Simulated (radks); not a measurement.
Valence configurations of Sn II (all share [Kr]). All-electron calculation, scalar-relativistic Kohn-Sham, r2SCAN, spin-polarised, spherical densities, finite nucleus; open shells are filled with parallel spins first (spin-orbit coupling, left out, can overturn this in heavy ions); meta-GGA in the generalised Kohn-Sham scheme; Fermi nuclear charge, rms radius 4.6519 fm. Program: a radial shooting solver on a logarithmic mesh with Libxc functionals. Energies are relative to 4d10 5s2 5p1; eigenvalues in eV for spin up.

valence,E (eV),moment (Bohr magnetons),e(4d),e(5p),e(5s)
4d10 5s2 5p1,0.000,1,-34.621,-10.752,-18.597
4d10 5s1.5 5p1.5,3.067,2,-35.324,-11.490,-19.489
4d10 5s1 5p2,5.461,3,-35.937,-12.086,-20.231
4d10 5p3,13.573,3,-37.308,-12.723,-
4d9 5s2 5p2,25.428,3,-41.288,-12.800,-21.463
4d9.5 5p3.5,27.790,3,-40.697,-13.448,-
4d9 5s1.5 5p2.5,28.282,4,-41.876,-13.391,-22.199
4d8 5s2 5p3,54.162,5,-47.866,-14.626,-24.069
4d8 5s1 5p4,63.176,5,-49.295,-15.301,-25.024
4d8 5p5,75.169,3,-50.586,-15.199,-

NIST lists [Kr] 4d10 5s2 5p1 as the ground configuration; this level of theory agrees among the configurations tried. The energies are those of spherical high-spin densities, not of single terms.
